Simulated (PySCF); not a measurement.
PW91 on C- (carbon, charge -1), [He] 2s2 2p3, high-spin 4S determinant. Computed with PySCF 2.14 in def2-QZVPPD (8s4p4d2f1g, 63 functions), with the non-relativistic Hamiltonian (point nucleus).

```
cycle= 1 E= -37.8837691466153  delta_E= -0.00621  |g|= 0.00729  |ddm|= 0.165
cycle= 2 E= -37.8837402405038  delta_E= 2.89e-05  |g|= 0.00883  |ddm|= 0.0221
cycle= 3 E= -37.8837995678753  delta_E= -5.93e-05  |g|= 0.00182  |ddm|= 0.013
cycle= 4 E= -37.8838017629743  delta_E= -2.2e-06  |g|= 0.00018  |ddm|= 0.00188
cycle= 5 E= -37.8838017890134  delta_E= -2.6e-08  |g|= 8.59e-06  |ddm|= 0.00026
cycle= 6 E= -37.8838017890851  delta_E= -7.17e-11  |g|= 5.73e-07  |ddm|= 1.52e-05
converged SCF energy = -37.8838017890851  <S^2> = 3.7537395  2S+1 = 4.0018693
```

Highest occupied orbital energy: 2.497 eV; ⟨L²⟩ = 0.00; populations by l: s 4.00, p 3.00, d 0.00, f 0.00.

Task: Can this result be used?

Result: With care. The run converged. At PW91 the highest occupied level has a positive energy, so only the finite basis holds that electron; in a semilocal or global hybrid functional this comes from self-interaction and does not mean that the real anion is unbound.
